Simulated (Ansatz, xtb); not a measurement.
# Relative energy of two isomers of C6H7NO2

Structure X is `CC(=O)C1=C[C@@H]1C(N)=O`, a singlet and structure Y is `[H]/N=C(/O)[C@H]1C=C1C(=C)O`, a singlet. Both are isolated molecules in the gas phase, relaxed with B3LYP/def2-SVP; the shapes shown needn't be the lowest conformers.

X (Å):

```xyz
16

C     3.1363    0.5591    0.6032
C     1.7533    0.1741    0.1402
C     0.6165    0.5391    1.0040
C     0.0402    0.5334    2.1749
C    -0.8757    0.7950    1.0094
C    -1.8974   -0.2405    0.5571
N    -1.3935   -1.2226   -0.2430
O     1.5453   -0.4319   -0.8970
O    -3.0645   -0.1714    0.8994
H     3.2316    1.6579    0.6169
H     3.3044    0.2107    1.6353
H     3.8891    0.1306   -0.0714
H     0.0820    0.3253    3.2420
H    -1.2422    1.8220    0.8584
H    -2.0444   -1.9098   -0.6061
H    -0.4723   -1.1385   -0.6682
```

Y (Å):

```xyz
16

C     1.4080   -2.0988   -0.9124
C     1.9556   -1.0689   -0.2363
C     1.2328    0.1622   -0.0023
C     1.1565    1.3706    0.4750
C    -0.0755    0.8687   -0.2371
C    -1.2899    0.4757    0.5621
N    -1.3529    0.0738    1.7660
O     3.2092   -1.0494    0.2890
O    -2.4173    0.5949   -0.1703
H     0.3902   -2.0229   -1.2939
H     1.9591   -3.0264   -1.0894
H     3.6452   -1.8924    0.1019
H     1.5897    2.2141    1.0046
H    -0.3269    1.2366   -1.2427
H    -0.4216    0.0336    2.1880
H    -3.1458    0.3287    0.4160
```

Quicker runs give these differences E(Y) − E(X): GFN2-xTB +66.4 kJ/mol; HF/STO-3G +96.1 kJ/mol (at GFN2-xTB geometries); r2SCAN-D4/def2-SVP +100.3 kJ/mol (at GFN2-xTB geometries).

Q: Estimate E(Y) − E(X) at the level CCSD(T)/def2-SVP + ΔMP2/def2-TZVPP.

A: Calculated at CCSD(T)/def2-SVP + ΔMP2/def2-TZVPP: E(Y) − E(X) = +78.3 kJ/mol, so structure X lies lower.

The same difference at several levels:

```csv
level,geometry,E(Y) − E(X) (kJ/mol),departure from the last row (kJ/mol),"job, with rough time for the two"
GFN2-xTB,GFN2-xTB,+66.4,−12.0,"optimisation, 0.97 s"
HF/STO-3G,GFN2-xTB,+96.1,+17.8,"single point, 1.2 s"
r2SCAN-D4/def2-SVP,GFN2-xTB,+100.3,+22.0,"single point, 7.8 s"
B3LYP/def2-SVP,B3LYP/def2-SVP,+100.7,+22.3,"optimisation, 3.2 min"
HF/def2-SVP,B3LYP/def2-SVP,+106.6,+28.2,part of the CCSD(T) run
MP2/def2-SVP,B3LYP/def2-SVP,+104.4,+26.1,part of the CCSD(T) run
CCSD(T)/def2-SVP,B3LYP/def2-SVP,+102.0,+23.7,single point
CCSD(T)/def2-SVP + ΔMP2/def2-TZVPP,B3LYP/def2-SVP,+78.3,,"single point, 3.7 min"
```

As drawn, Y has 1 C=N, 2 C–O, 1 C=C, 2 O–H in place of 1 C–C, 2 C=O, 1 C–N, 1 C–H, 1 N–H.

The levels shown agree on the order. The largest departure from CCSD(T)/def2-SVP + ΔMP2/def2-TZVPP is that of HF/def2-SVP, 28.2 kJ/mol. The last row adds to CCSD(T) the change of the MP2 difference between the two basis sets, here −23.7 kJ/mol, a large step that makes the value less sure.

With thermal terms from frequencies at re-optimised GFN2-xTB minima (ideal gas, soft modes damped towards free rotors, one conformer each, 298.15 K, 1 atm): the zero-point term adds +0.2 kJ/mol; ΔH is +77.4 and ΔG +80.1 kJ/mol.

The correlated steps freeze 9 core orbitals. Programs: Ansatz 0.2.0, xtb 6.7.1; the last row on 2 threads of Intel(R) Xeon(R) Platinum 8375C CPU @ 2.90GHz (Ice Lake) on a shared host.
